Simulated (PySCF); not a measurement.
Frontier orbitals and the lowest excitations

Species: C3H6F3OP.
Geometry (GFN2-xTB, Å), atoms numbered from 1 in this order:
```
atom  x, y, z in Å
C1    -1.850    0.128   -0.447
P2    -0.715   -0.153    0.947
O3    -1.148    0.432    2.213
C4     0.944    0.507    0.458
C5     1.618   -0.300   -0.615
F6     1.792   -1.578   -0.253
F7     0.917   -0.323   -1.760
F8     2.832    0.178   -0.929
H9    -2.821   -0.265   -0.150
H10   -1.944    1.205   -0.588
H11   -1.520   -0.345   -1.365
H12   -0.502   -1.528    0.989
H13    1.568    0.500    1.355
H14    0.828    1.541    0.123
```

Method: PySCF 2.14.0, density-fitted response routines, TDDFT CAM-B3LYP/def2-SVPD, vertical, gas phase, core orbitals frozen in the response.

Kohn–Sham orbitals with the atoms that hold most of them (Löwdin shares over 4%, at most four atoms; ? is withheld):

```
orbital  ε (eV)                             atoms
 LUMO+2    1.64  H12 19%, P2 15%, H10 12%, F6 11%
 LUMO+1    1.43    P2 16%, H12 12%, C4 10%, C1 9%
   LUMO       ?    C1 18%, C4 12%, C5 10%, H14 8%
   HOMO   -9.69                                 ?
 HOMO-1   -9.74                                 ?
 HOMO-2  -12.21             O3 67%, P2 14%, C1 5%
 HOMO-3  -12.76    C1 24%, C4 20%, P2 15%, H9 12%
```

(1) Which atoms hold the HOMO, and with what shares?

(2) Give the leading atoms of the HOMO-1.

(3) What is the LUMO energy, and the HOMO–LUMO gap?

## Answers

(1) O3 (bonded to P) 65%; P2 (bonded to 2 C, O and H) 14%; C1 (bonded to P and 3 H) 11%; C4 (bonded to C, P and 2 H) 4%. By element: oxygen 65%, carbon 15% or more, phosphorus 14%.

(2) O3 (bonded to P) 65%; P2 (bonded to 2 C, O and H) 17%; H12 (bonded to P) 8%; C4 (bonded to C, P and 2 H) 7%.

(3) ε(LUMO) = 1.07 eV; the gap is 10.76 eV (0.3955 hartree).

Q: How does S1 compare with the orbital gap of 10.76 eV?

A: S1 is at 7.49 eV (f = 0.0070), 3.27 eV below the gap, made of HOMO-1→LUMO+1 (29%), HOMO→LUMO+1 (17%), HOMO-1→LUMO+3 (13%). Its leading pair isn't HOMO and LUMO; the energies of that pair differ by 11.17 eV. Without the coupling terms of the response equations the lowest excitation would equal the gap.

Next come S2 at 7.53 eV (f 0.0089), HOMO→LUMO+1 (26%), HOMO-1→LUMO+1 (19%), HOMO→LUMO+3 (16%); S3 at 8.05 eV (f 0.023), HOMO→LUMO (56%), HOMO→LUMO+4 (10%); S4 at 8.10 eV (f 0.0051), HOMO-1→LUMO+2 (21%), HOMO-1→LUMO+1 (14%), HOMO→LUMO (13%); S5 at 8.19 eV (f 0.0078), HOMO-1→LUMO (59%), HOMO-1→LUMO+4 (13%).

Löwdin shares depend on the basis, the more so with diffuse functions.

One conformer stands for the species.
